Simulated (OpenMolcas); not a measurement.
A calculation on Sn³⁺.

```json
{"Program": "OpenMolcas 26.06", "Method": "SS-CASPT2, IPEA 0.25 Eh, imaginary shift 0.1 Eh (closed shells correlated: 4d)", "Basis": "ANO-RCC-VQZP [8s7p5d3f2g]", "Scalar Hamiltonian": "DKH2, point nucleus", "Active space": "1 electron in 4 orbitals (5s 5p)", "State averaging": "2S+1 = 2 even, 1 root; 2S+1 = 2 odd, 3 roots", "Spin-orbit coupling": "state interaction with AMFI integrals over the reference wave functions, term energies averaged over their components"}
```

**Question.** Which level of the active space comes out lowest?

**Answer.** 5s 2S 1/2, with 100 % of that term; it is also the measured ground level.

**Question.** How high does 5p 2P* 1/2 lie?

**Answer.** 70981 cm-1 above the lowest level; measured 69564 cm-1 above the ground level, so the calculation is off by +2 %.

**Question.** How high does 5p 2P* 3/2 lie?

**Answer.** 76023 cm-1 above the lowest level; measured 76072 cm-1 above the ground level, so the calculation is off by 0 %.

Measured values: Moore, Atomic Energy Levels, vol. III, NSRDS-NBS 35 (1971 reprint of NBS Circular 467, 1958).

With one active electron, CASPT2 adds the correlation within the correlated inactive shells and between them and that electron, and leaves the splitting within a term as the reference gives it. Measured partners are found by configuration, term and J. A level has none where our copy of the source lacks it or the pairing is in doubt (some pairs that miss far off the trend of their configuration count as doubtful), and it then counts in no deviation. Levels of configurations outside the active space are missing.

* marks odd parity.
